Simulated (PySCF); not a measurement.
# Structure elucidation problem

Molecular formula: C₅H₉BO₂. Simulated spectra:

$^{1}$H NMR (500 MHz, computed): δ 6.21 (q, J = 2.7 Hz, 1H), 4.16 (br s, 2H), 1.32 (m, 1H), 1.17 (ddd, J = 11.2, 9.5, 2.8 Hz, 1H), 1.16 (d, J = 7.1 Hz, 3H), 0.51 (ddd, J = 9.5, 5.6, 2.9 Hz, 1H).

$^{13}$C{$^{1}$H} NMR (computed): δ 158.9 (C), 119.5 (CH), 20.2 (CH3), 11.3 (CH), 9.4 (CH2).

[PySCF 2.14: PBE0-D3(BJ)/def2-SVP geometry; B3LYP/pcSseg-1 with gauge-including orbitals; J couplings at B3LYP/pcJ-1 (spin–dipole term only in couplings to heteroatoms); a single conformation; no solvent model; relativity neglected; equivalent nuclei averaged]

Referencing at the same level of theory: TMS for $^{1}$H, $^{13}$C.

Task: Propose a structure and justify it.

Result: 
5 carbon signals for 5 carbons: no two carbons are equivalent. Carbon types of the structure: 1 × C, 2 × CH, 1 × CH2, 1 × CH3, leaving 2 H on heteroatoms. δC 158.9: fully substituted alkene carbon; the olefinic region. δC 119.5: alkene CH; the olefinic region. δC 20.2: methyl carbon; a saturated carbon with 1 carbon neighbour and no heteroatom attached. δC 11.3, 9.4: three-membered-ring carbon; carbons of three-membered rings are unusually shielded. δH 6.21: hydrogen on an alkene CH; attached to an sp2 carbon and in the plane of the double bond. δH 4.16: hydrogen on an oxygen bonded to B; exchangeable, gas-phase position. δH 1.32, 1.17, 0.51: hydrogen on a three-membered-ring carbon; cyclopropane-type protons are shielded by the ring.

Structure: `C[C@@H]1C/C1=C\B(O)O`.

The shifts were computed for this structure.

The OH or NH signal is concentration- and solvent-dependent in practice; the value given is the gas-phase one. A carbon bonded to boron is broadened by the quadrupolar boron nucleus and is often missing from a measured spectrum. Splittings below 1 Hz are ignored in the labels, and close J values are merged. Unscaled 3J(H,H) at this level run about 10 % above measured values. Shifts are as computed. Against solution values, carbons near 30 ppm lie about +2 ppm off and those near 130 ppm about +6 ppm. Of 1313 compounds with measured shifts, 239 miss one by over three times the rms of a fit or turn the order of signals round; such compounds aren't used in these exercises.
